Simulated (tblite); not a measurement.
Species: C7H15OP.
SMILES with atom numbers: `[CH3:1][CH:2]([CH3:3])[P@:4]1(=[O:5])[CH2:6][C@@H:7]([CH3:8])[CH2:9]1` (hydrogens: H10, H11, H12 on C1; H13 on C2; H14, H15, H16 on C3; H17, H18 on C6; H19 on C7; H20, H21, H22 on C8; H23, H24 on C9)

Computed with GFN2-xTB (tblite), gas phase: L-BFGS steps from a force-field or distance-geometry start until the largest atomic force falls under 0.01 eV/Å.

The end geometry, which sets the zero of energy:
```
atom  x, y, z in Å
C1     -2.4436   -1.1996   -0.6748
C2     -1.6284    0.0829   -0.6001
C3     -2.4571    1.2619   -0.1119
P4     -0.2867   -0.1963    0.6444
O5     -0.7644   -0.5183    1.9928
C6      1.0423    1.0714    0.4031
C7      1.8055    0.0988   -0.5226
C8      3.3075    0.0639   -0.3022
C9      1.0643   -1.1988   -0.1323
H10    -3.3036   -1.0774   -1.3313
H11    -1.8345   -2.0231   -1.0455
H12    -2.7977   -1.4601    0.3214
H13    -1.1772    0.3081   -1.5704
H14    -3.2977    1.4498   -0.7781
H15    -2.8407    1.0473    0.8842
H16    -1.8485    2.1636   -0.0549
H17     0.8030    2.0426   -0.0235
H18     1.5629    1.2182    1.3505
H19     1.6001    0.3439   -1.5676
H20     3.7702   -0.6825   -0.9450
H21     3.7469    1.0336   -0.5276
H22     3.5325   -0.1844    0.7329
H23     0.8403   -1.8795   -0.9499
H24     1.5929   -1.7462    0.6494
```

Task: These geometries come from the run, each turned onto the end geometry. Order them by energy, lowest first.
A.
```
atom  x, y, z in Å
C1     -2.4686   -1.2024   -0.6538
C2     -1.6433    0.0740   -0.6015
C3     -2.4574    1.2570   -0.0987
P4     -0.2768   -0.2043    0.6164
O5     -0.7276   -0.5405    1.9705
C6      1.0358    1.0812    0.3718
C7      1.8280    0.1111   -0.5336
C8      3.3212    0.0608   -0.2573
C9      1.0746   -1.1908   -0.1803
H10    -3.3291   -1.0810   -1.3096
H11    -1.8704   -2.0400   -1.0109
H12    -2.8226   -1.4413    0.3478
H13    -1.2118    0.2950   -1.5815
H14    -3.3060    1.4522   -0.7520
H15    -2.8274    1.0430    0.9025
H16    -1.8421    2.1543   -0.0505
H17     0.7798    2.0374   -0.0785
H18     1.5414    1.2606    1.3218
H19     1.6611    0.3634   -1.5840
H20     3.7934   -0.7118   -0.8614
H21     3.7889    1.0152   -0.4914
H22     3.5042   -0.1636    0.7920
H23     0.8473   -1.8416   -1.0211
H24     1.5957   -1.7681    0.5844
```
B.
```
atom  x, y, z in Å
C1     -2.5352   -1.1948   -0.5609
C2     -1.6400    0.0338   -0.6338
C3     -2.3877    1.2872   -0.1990
P4     -0.2794   -0.2794    0.5802
O5     -0.7461   -0.7017    1.9047
C6      1.0165    1.0332    0.4441
C7      1.8362    0.1394   -0.5135
C8      3.3262    0.1118   -0.2159
C9      1.0905   -1.1948   -0.2711
H10    -3.3913   -1.0979   -1.2281
H11    -1.9800   -2.0978   -0.8192
H12    -2.8952   -1.3074    0.4613
H13    -1.2244    0.1601   -1.6373
H14    -3.3806    1.3115   -0.6471
H15    -2.4983    1.2838    0.8861
H16    -1.8531    2.1886   -0.4925
H17     0.7585    2.0165    0.0597
H18     1.5094    1.1478    1.4113
H19     1.6913    0.4668   -1.5458
H20     3.8387   -0.5664   -0.8948
H21     3.7565    1.1052   -0.3343
H22     3.5129   -0.2148    0.8053
H23     0.8587   -1.7738   -1.1641
H24     1.6039   -1.8371    0.4456
```
C.
```
atom  x, y, z in Å
C1     -2.4898   -1.2053   -0.6362
C2     -1.6655    0.0733   -0.6158
C3     -2.4575    1.2687   -0.1049
P4     -0.2770   -0.2124    0.5769
O5     -0.7214   -0.5748    1.9260
C6      1.0396    1.0741    0.3676
C7      1.8434    0.1175   -0.5384
C8      3.3302    0.0653   -0.2295
C9      1.0826   -1.1877   -0.2157
H10    -3.3536   -1.1062   -1.2917
H11    -1.8866   -2.0469   -0.9748
H12    -2.8397   -1.4235    0.3708
H13    -1.2629    0.2871   -1.6076
H14    -3.3768    1.3994   -0.6724
H15    -2.7174    1.1112    0.9391
H16    -1.8676    2.1801   -0.1823
H17     0.8082    2.0469   -0.0570
H18     1.5273    1.2159    1.3314
H19     1.6973    0.3863   -1.5870
H20     3.8200   -0.7054   -0.8212
H21     3.8029    1.0206   -0.4508
H22     3.4873   -0.1607    0.8228
H23     0.8739   -1.8352   -1.0633
H24     1.5913   -1.7685    0.5551
```
D.
```
atom  x, y, z in Å
C1     -2.7651   -1.1019   -0.3526
C2     -1.5686   -0.2024   -0.6175
C3     -1.9440    1.2712   -0.6048
P4     -0.2931   -0.5757    0.6909
O5     -0.8068   -1.2217    1.9029
C6      0.9145    0.8136    0.8334
C7      1.6657    0.2546   -0.3913
C8      3.1744    0.4292   -0.3948
C9      1.1741   -1.2032   -0.2515
H10    -3.5950   -0.8611   -1.0110
H11    -2.4988   -2.1445   -0.4947
H12    -3.0898   -0.9845    0.6775
H13    -1.1247   -0.4526   -1.5857
H14    -2.7532    1.4654   -1.3039
H15    -2.2707    1.5692    0.3871
H16    -1.0986    1.8885   -0.8943
H17     0.6154    1.8567    0.8000
H18     1.4835    0.6219    1.7469
H19     1.2530    0.6958   -1.3051
H20     3.6153   -0.1777   -1.1835
H21     3.4416    1.4656   -0.5797
H22     3.6014    0.1287    0.5586
H23     1.0261   -1.7377   -1.1848
H24     1.8315   -1.7776    0.3991
```
E.
```
atom  x, y, z in Å
C1     -2.4935   -1.2107   -0.5853
C2     -1.6658    0.0669   -0.6134
C3     -2.4688    1.2752   -0.1525
P4     -0.2716   -0.2111    0.5785
O5     -0.7094   -0.5898    1.9259
C6      1.0558    1.0696    0.4051
C7      1.8527    0.1355   -0.5322
C8      3.3368    0.0579   -0.2181
C9      1.0737   -1.1728   -0.2644
H10    -3.3489   -1.1382   -1.2550
H11    -1.8850   -2.0629   -0.8862
H12    -2.8506   -1.3876    0.4281
H13    -1.2608    0.2321   -1.6147
H14    -3.4120    1.3367   -0.6938
H15    -2.6882    1.1789    0.9098
H16    -1.9182    2.2015   -0.3117
H17     0.8313    2.0590    0.0152
H18     1.5423    1.1789    1.3757
H19     1.7212    0.4432   -1.5725
H20     3.8258   -0.6883   -0.8423
H21     3.8137    1.0204   -0.3919
H22     3.4832   -0.2103    0.8252
H23     0.8445   -1.7569   -1.1531
H24     1.5800   -1.8073    0.4647
```

Result: A (0.002 eV), C (0.008 eV), E (0.015 eV), B (0.028 eV), D (0.136 eV).

In the order of the answer:

| step | E above end (eV) | largest force (eV/Å) | rms force component (eV/Å) | rms distance from end (Å) | rms bond change (Å) | bond most changed (Å) |
| --- | --- | --- | --- | --- | --- | --- |
| 146 | 0.002 | 0.02 | 0.007 | 0.049 | 0.000 | C6–C7 +0.001 |
| 126 | 0.008 | 0.07 | 0.021 | 0.092 | 0.001 | C2–H13 -0.002 |
| 117 | 0.015 | 0.06 | 0.017 | 0.138 | 0.001 | C2–P4 +0.004 |
| 105 | 0.028 | 0.07 | 0.025 | 0.197 | 0.001 | C7–C9 +0.003 |
| 35 | 0.136 | 0.12 | 0.043 | 0.623 | 0.004 | C2–P4 +0.014 |

The cost below is that of the whole relaxation. Time: 1.2 s wall. Hardware: an Intel Xeon 6975P-C with one thread, shared host with 192 logical CPUs at a one-minute load of 68.
